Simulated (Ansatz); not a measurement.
Consider the substitution at a C–Si bond: `C[SiH](C)C#N` + CH₃SH → `CSC#N` + `C[SiH2]C`.

Gas-phase electronic energies from Ansatz, PBE0-D4/def2-TZVP geometries. CCSD(T)/CBS adds triple-zeta CCSD(T) − MP2 to the extrapolated MP2 energy (def2 sets, frozen cores). This one scheme is used for every species. DFT in def2-TZVPP.

```
           level  ΔE (kcal/mol)
       revPBE-D4           14.0
         r2SCAN0           17.1
CCSD(T)/def2-SVP           17.4
  MP2/def2-TZVPP           18.1
```

(1) What does CCSD(T)/CBS give? (Best estimate.)

Largest T1 diagnostic among the species: 0.013.

Results:

(1) Computed: +19.0 kcal/mol. The listed levels differ from it by -5.0, -1.9, -1.6, -0.9 kcal/mol.

From PBE to PBE0 (25 % exact exchange), in def2-TZVPP and without D4, ΔE moves by +1.8 kcal/mol. At CCSD(T), def2-SVP lies −1.6 kcal/mol from the extrapolated value and def2-TZVPP −0.4 kcal/mol.
